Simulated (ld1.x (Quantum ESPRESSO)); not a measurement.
iridium (Ir) ultrasoft: all-electron and pseudo phase curves

* Element: Ir (Z = 77)
* Generator: ld1.x (Quantum ESPRESSO) 7.5
* Type: ultrasoft
* Functional: BLYP
* Relativity: scalar-relativistic
* Frozen core: [Kr] 4d10 4f14 5s2
* Valence charge: 15
* Reference configuration: 5p6 5d7 6s0 6p0 (charge +2)
* Partial waves: 6s (bound, empty): rcut 1.85, rcutus 2.20 bohr; 6s channel at -0.65 Ry: rcut 1.85, rcutus 2.20 bohr; 5p (bound): rcut 1.65, rcutus 1.95 bohr; 6p (bound, empty): rcut 1.65, rcutus 1.95 bohr; 5d (bound): rcut 1.15, rcutus 1.35 bohr; 5d channel at 0.55 Ry: rcut 1.15, rcutus 1.35 bohr
* Local potential: all-electron potential smoothed inside 1.10 bohr (lloc = -1)
* Core correction: Bessel-smoothed model core, default radius (core density twice the valence density)
* Augmentation charge: built from norm-conserving waves at rcut, not smoothed further

The phase is arctan(r·u′/u) with u = r·R(r), unwrapped; energies in Ry, scanned from -7 to 5 Ry. A pole is an energy at which the radial function vanishes at the test radius. The pseudo phase is shifted by a multiple of π to meet the all-electron one at the reference energy, and phase errors are pseudo minus all-electron; the curves can meet again beyond the range given. Levels narrower than the energy grid can be missing from the lists of poles.

```csv
channel,radius (bohr),reference energy (Ry),"poles, all-electron","poles, pseudo",unbroken range about the reference energy with phases within 0.05 rad,phase error 1 Ry above the reference energy (rad)
s,2.40,-1.59,1.38,1.42,the whole range,-0.000
p,2.40,-1.05,"-5.22, 3.42","-6.08, -5.21, 0.51",not even at the reference energy,+0.931
d,2.40,-1.79,-1.19,-1.19,the whole range,+0.000
```

Note: ghost state, extra bound levels that the all-electron valence spectrum of the same l lacks: s at -466.6 eV (p not tested). A true bound ghost makes a file unfit for plane-wave use. Its overlap operator is not positive definite in a basis up to 400 Ry (lowest eigenvalue p -0.35), so the file is unfit for use: the generalised eigenproblem breaks down once the basis is large enough, and its test numbers describe a broken file.

Phases in the p channel:

| E (Ry) | all-electron | pseudo |
| --- | --- | --- |
| -7.00 | 1.369 | 4.519 |
| -6.48 | 1.348 | 4.504 |
| -5.96 | 1.302 | 1.272 |
| -5.44 | 0.513 | 0.530 |
| -4.92 | -1.709 | -1.704 |
| -4.40 | -1.771 | -1.760 |
| -3.88 | -1.808 | -1.790 |
| -3.36 | -1.845 | -1.817 |
| -2.84 | -1.890 | -1.847 |
| -2.32 | -1.954 | -1.885 |
| -1.80 | -2.056 | -1.935 |
| -1.28 | -2.243 | -2.010 |
| -0.76 | -2.659 | -2.142 |
| -0.24 | -3.471 | -2.482 |
| 0.28 | -4.095 | -4.122 |
| 0.80 | -4.368 | -5.075 |
| 1.32 | -4.504 | -5.644 |
| 1.84 | -4.584 | -6.436 |
| 2.36 | -4.638 | -7.042 |
| 2.88 | -4.678 | -7.338 |
| 3.40 | -4.711 | -7.492 |
| 3.92 | -4.739 | -7.584 |
| 4.44 | -4.766 | -7.646 |
| 4.96 | -4.793 | -7.689 |
